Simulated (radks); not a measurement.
Task: Species: Fe13+. Configuration: [Ne] 3s2 3p1. Calculated with a radial shooting solver on a logarithmic mesh with Libxc functionals: non-relativistic Kohn-Sham, LDA (Slater exchange, Perdew-Wang correlation), spin-unpolarised, spherical densities, point nucleus. Some entries of the table are withheld. Estimate them.

| orbital | occ. | eigenvalue (hartree) | <1/r> (bohr^-1) |
|---|---|---|---|
| 1s | 2 | (1) | 25.48 |
| 2s | 2 | (2) | 5.508 |
| 2p | 6 | (3) | 5.465 |
| 3s | 2 | (4) | 2.063 |
| 3p | 1 | (5) | (6) |

Result: 
(1) 1s eigenvalue (hartree): -268.8895
(2) 2s eigenvalue (hartree): -43.61482
(3) 2p eigenvalue (hartree): -39.71964
(4) 3s eigenvalue (hartree): -14.91153
(5) 3p eigenvalue (hartree): -13.69995
(6) 3p <1/r> (bohr^-1): 2.003
